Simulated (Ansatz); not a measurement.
C₃H₆, charge +1, doublet, at a GFN2-xTB geometry (a state made from the parent by changing its charge; the spin is typed, not shown lowest); CCSD(T)/def2-SVP in Ansatz (a program for electronic structure).

Input for Ansatz:
Ansatz 0.2 input:
```yaml
crystal:
  periodic: [false, false, false]
  atoms:
    - {symbol: C, position_ang: [-1.20737674, 0.05679404, -0.23099301]}
    - {symbol: C, position_ang: [0.08149985, 0.01376709, 0.43060907]}
    - {symbol: C, position_ang: [1.30248053, -0.08335099, -0.14521574]}
    - {symbol: H, position_ang: [-1.90844225, -0.68637557, 0.17911264]}
    - {symbol: H, position_ang: [-1.70998107, 0.99470355, 0.05610396]}
    - {symbol: H, position_ang: [-1.14667474, -0.07339176, -1.30958177]}
    - {symbol: H, position_ang: [0.04418095, 0.06742610, 1.52303029]}
    - {symbol: H, position_ang: [1.50139258, 0.26564072, -1.15435202]}
    - {symbol: H, position_ang: [2.15990263, -0.49126387, 0.37928506]}
basis:
  gaussian:
    orbitals: def2-SVP
    fitting: {mean_field: cc-pVTZ-JKFIT, correlation: cc-pVTZ-RIFIT}
total_charge: 1
magnetization: {spin_polarized: true, initial_magnetization: 1}
correlation: {method: ccsd_t}
```

It wrote (shortened):

```
Functional definition: HF
417 factors; integrals over basis functions are off by at most 1.4e-1 eV
423 factors; integrals over basis functions are off by at most 2.9e-2 eV
mean field evaluation 1: about -3171.9475 eV, gradient 2.2e1 eV
mean field evaluation 2: about -3174.5404 eV, gradient 8.1e0 eV
mean field evaluation 4: about -3175.0103 eV, gradient 9.1e-1 eV
mean field evaluation 8: about -3175.0363 eV, gradient 2.4e-6 eV
mean field -3175.03628675 eV, -116.6804314210 hartree, gradient 2.4e-6 eV, S^2 0.758807; 0 other end points of the search recorded, 0 dependent functions left out
3 core orbitals not correlated
reference -3175.03628675 eV, -116.6804314210 hartree; 9, 8 occupied and 60, 61 virtual orbitals, 423 factors
second order -10.02275809 eV of doubles, -0.00000000 eV of singles
cycle   1  -10.91075136 eV  change   -8.9e-1 eV  update   7.3e-2
cycle   2  -11.22882920 eV  change   -3.2e-1 eV  update   2.4e-2
cycle   3  -11.28595023 eV  change   -5.7e-2 eV  update   1.5e-2
cycle   4  -11.28756169 eV  change   -1.6e-3 eV  update   8.1e-3
cycle   5  -11.28623125 eV  change    1.3e-3 eV  update   4.0e-3
cycle   6  -11.28690122 eV  change   -6.7e-4 eV  update   1.8e-3
cycle   7  -11.28709620 eV  change   -1.9e-4 eV  update   8.2e-4
cycle   8  -11.28724421 eV  change   -1.5e-4 eV  update   4.5e-4
cycle   9  -11.28731572 eV  change   -7.2e-5 eV  update   2.3e-4
cycle  10  -11.28731948 eV  change   -3.8e-6 eV  update   1.0e-4
cycle  11  -11.28734065 eV  change   -2.1e-5 eV  update   3.7e-5
cycle  12  -11.28732404 eV  change    1.7e-5 eV  update   1.4e-5
cycle  13  -11.28731969 eV  change    4.3e-6 eV  update   6.3e-6
perturbative correction -0.32054173 eV, -0.0117796913 hartree
Total energy: -3186.64414817 eV, -117.1070124602 hartree
```
